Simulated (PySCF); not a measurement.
C3HClF2. Atoms are numbered in the order given.

```xyz
7

F     -2.1648     0.1840     1.0814
C     -1.4390    -0.0283     0.0000
F     -2.1648     0.1840    -1.0814
C     -0.1885    -0.4087     0.0000
C      1.0641    -0.7770     0.0000
Cl     2.4092     0.3408     0.0000
H      1.3911    -1.8221     0.0000
```
Charge 0, spin multiplicity 1.

Coordinates come from a B3LYP-D3(BJ)/def2-SVP optimisation.

These are PBE/pcSseg-1 in PySCF values and carry that method's errors.

GIAO shieldings, no solvent; atoms alike by connectivity are averaged. δ = σ(ref) − σ: ¹⁹F against CFCl3 (σ = 133.6 ppm); ¹³C against TMS (σ = 182.0 ppm); ³⁵Cl against HCl (σ = 936.5 ppm); ¹H against TMS (σ = 31.49 ppm), references at their B3LYP-D3(BJ)/def2-TZVP geometries, non-relativistic (without spin–orbit terms, shifts of atoms bonded to Cl or Br come out too high).

Problem. Estimate the chemical shifts. (Estimate from the structure and the level; the computed values follow.)

Solution. 
```
nucleus   atoms  count  δ (ppm)
-------  ------  -----  -------
¹⁹F      F1, F3      2    -95.7
¹³C          C4      1    183.0
¹³C          C2      1    163.6
¹³C          C5      1    121.6
³⁵Cl        Cl6      1    342.5
¹H           H7      1     7.28
```
